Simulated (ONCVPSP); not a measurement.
# Ca (Z = 20): variants of one ONCV potential

Base potential:

```
Element                 : Ca (Z = 20)
Generator               : ONCVPSP 4.0.1
Type                    : optimised norm-conserving Vanderbilt (ONCV)
Functional              : revPBE
Relativity              : scalar-relativistic
Frozen core             : [Ne]
Valence charge          : 10
Reference configuration : 3s2 3p6 4s1.75 4p0.25
Partial waves           : 3s+4s: rc 1.85 bohr, ncon 4, nbas 8, qcut 5.4 1/bohr, 2 projectors; 3p+4p: rc 2.40 bohr, ncon 4, nbas 7, qcut 5.5 1/bohr, 2 projectors; d scattering state at 0.3 Ha: rc 1.90 bohr, ncon 3, nbas 6, qcut 4.7 1/bohr, 2 projectors, debl 3.4 Ha
Local potential         : polynomial inside 1.55 bohr (lpopt 5, dvloc0 2 Ha)
Core correction         : polynomial model core, fcfact 0.6
```

In the d channel the program set the typed energies aside and used -0.080, 3.320 Ha.

All-electron outer shells of the reference configuration (revPBE, scalar-relativistic, ld1.x):

```tsv
shell	level (eV)	outermost node (bohr)	outermost maximum (bohr)
2p	-335.08	–	0.25
3s	-47.52	0.45	0.99
3p	-28.39	0.42	1.04
4s	-3.91	1.43	3.42
4p	-1.55	1.63	4.34
```

Cutoffs, loose and tight: the cutoffs (Ha) at which the residual kinetic energy of the hardest occupied pseudo-wave falls to 1 and 0.1 mHa per electron. They do not see the model core or the augmentation charge, which bear on the density cutoff. Test errors are all-electron minus pseudo excitation energies from the reference, over the configurations 3s2 3p6 4s2 4p0; 3s2 3p6 4s1 4p0; 3s2 3p6 4s0 4p0; 3s2 3p6 4s0 4p2. A dash means not determined; rows that change the core or the reference have their own tests.

For the base: The cutoffs count occupied waves only; projector 2 of the d channel, the hardest unoccupied one, needs 54 Ha at the loose tolerance.

```csv
change,outcome,"cutoff, loose","cutoff, tight",bound ghosts,GHOST(+) flags above zero,largest test error (meV)
base,"generated, projector energies reset by the program",11 Ha,14 Ha,none,none,-5.3
s: qcut 5.1,"generated, projector energies reset by the program",11 Ha,14 Ha,none,none,-5.4
"local potential polynomial inside 1.85 bohr (lpopt 5, dvloc0 4 Ha)","generated, projector energies reset by the program",11 Ha,14 Ha,none,none,-5.3
"d: rc 1.85, qcut 4.8","generated, projector energies reset by the program",11 Ha,14 Ha,none,none,-5.3
"local potential polynomial inside 1.55 bohr (lpopt 5, dvloc0 6.5 Ha)","generated, projector energies reset by the program",11 Ha,14 Ha,none,none,-5.3
```

What comes out with this change to the base: s: qcut 4.7?

outcome: generated, projector energies reset by the program; cutoff, loose: 11 Ha; cutoff, tight: 22 Ha; bound ghosts: none; GHOST(+) flags above zero: none; largest test error (meV): -5.6.

What comes out with this change to the base: core [Ar], valence charge 2; reference 4s1.5 4p0.5; waves now 4s: rc 3.40 bohr, ncon 3, nbas 8, qcut 1.8 1/bohr, 2 projectors, debl 3.1 Ha; 4p: rc 4.00 bohr, ncon 5, nbas 9, qcut 2.1 1/bohr, 2 projectors, debl 2.5 Ha; d scattering state at 0.08 Ha: rc 4.00 bohr, ncon 4, nbas 7, qcut 2.7 1/bohr, 2 projectors, debl 2 Ha; local potential polynomial inside 2.20 bohr (lpopt 5, dvloc0 4 Ha)?

outcome: generated, projector energies reset by the program; cutoff, loose: 1.5 Ha; cutoff, tight: 6.3 Ha; bound ghosts: none; GHOST(+) flags above zero: s; largest test error (meV): -21.

What comes out with this change to the base: s: rc 2.18?

outcome: generated, projector energies reset by the program; cutoff, loose: 11 Ha; cutoff, tight: 13 Ha; bound ghosts: none; GHOST(+) flags above zero: none; largest test error (meV): -5.7.
